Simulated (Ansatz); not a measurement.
Program: Ansatz. Geometries: PBE0-D4/def2-TZVP. ΔE: electronic, gas phase. CCSD(T)/CBS adds triple-zeta CCSD(T) − MP2 to the extrapolated MP2 energy (def2 sets, frozen cores). This one scheme is used for every species. DFT in def2-TZVPP. B3LYP here is the variant with VWN-RPA as its local correlation; programs differ in this. One conformer a species, not always the lowest.

Consider the formal hydrolysis of the Si–P bond: `C[Si](N)(F)P` + H₂O → `C[Si](N)(O)F` + PH₃.

```tsv
level	ΔE (kJ/mol)	difference from CCSD(T)/CBS
r2SCAN-D4	-95.1	-2.2
B3LYP-D4	-96.4	-3.5
ωB97M-V	-98.9	-6.0
PBE	-82.5	10.4
PBE0	-88.3	4.6
B3LYP	-103.7	-10.8
SCS-MP2/def2-TZVPP	-102.8	-9.9
CCSD/def2-TZVPP	-103.0	-10.1
CCSD(T)/def2-TZVPP	-98.6	-5.7
MP2/CBS(def2)	-91.1	1.8
CCSD(T)/CBS	-92.9	0
```

Largest T1 diagnostic among the species: 0.013.

From PBE to PBE0 (25 % exact exchange), in def2-TZVPP and without D4, ΔE moves by −5.8 kJ/mol. The D4 term adds +7.3 kJ/mol with B3LYP and +4.2 kJ/mol with PBE0; it sums over pairs of atoms, weighted by their polarisabilities, and B3LYP, whose exchange is more repulsive, gets the larger term.
